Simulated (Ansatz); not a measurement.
`B[SiH2]CS[SiH3]` + HCl → `[SiH3]SC[SiH2]Cl` + BH₃  (cleavage of the Si–B bond)

Program: Ansatz. Geometries: PBE0-D4/def2-TZVP. ΔE: electronic, gas phase. CBS: MP2 limit from def2 TZ/QZ plus the TZ coupled-cluster correction, frozen cores. This one scheme is used for every species. Functionals use def2-TZVPP. B3LYP here is the variant with VWN-RPA as its local correlation; programs differ in this. One conformer a species, not always the lowest.

```
             level  ΔE (kJ/mol)  difference from CCSD(T)/CBS
            PBE-D4       -103.2                         14.3
         r2SCAN-D4       -114.4                          3.1
           PBE0-D4       -109.8                          7.7
          B3LYP-D4       -118.5                         -1.0
           ωB97X-V       -117.3                          0.2
           ωB97M-V       -121.8                         -4.3
            B2PLYP       -119.2                         -1.7
               PBE       -100.5                         17.0
            r2SCAN       -114.0                          3.5
              PBE0       -107.3                         10.2
             B3LYP       -113.8                          3.7
     HF/def2-TZVPP       -130.8                        -13.3
    MP2/def2-TZVPP       -125.8                         -8.3
SCS-MP2/def2-TZVPP       -124.6                         -7.1
   CCSD/def2-TZVPP       -113.8                          3.7
CCSD(T)/def2-TZVPP       -112.9                          4.6
     HF/def2-QZVPP       -131.2                        -13.7
    MP2/def2-QZVPP       -128.6                        -11.1
SCS-MP2/def2-QZVPP       -127.2                         -9.7
      HF/CBS(def2)       -131.3                        -13.8
     MP2/CBS(def2)       -130.4                        -12.9
    CCSD/CBS(def2)       -118.4                         -0.9
       CCSD(T)/CBS       -117.5                            0
```

Largest T1 diagnostic among the species: 0.012.

The D4 term adds −4.7 kJ/mol with B3LYP and −2.5 kJ/mol with PBE0; it sums over pairs of atoms, weighted by their polarisabilities, and B3LYP, whose exchange is more repulsive, gets the larger term. From PBE to PBE0 (25 % exact exchange), in def2-TZVPP and without D4, ΔE moves by −6.8 kJ/mol.
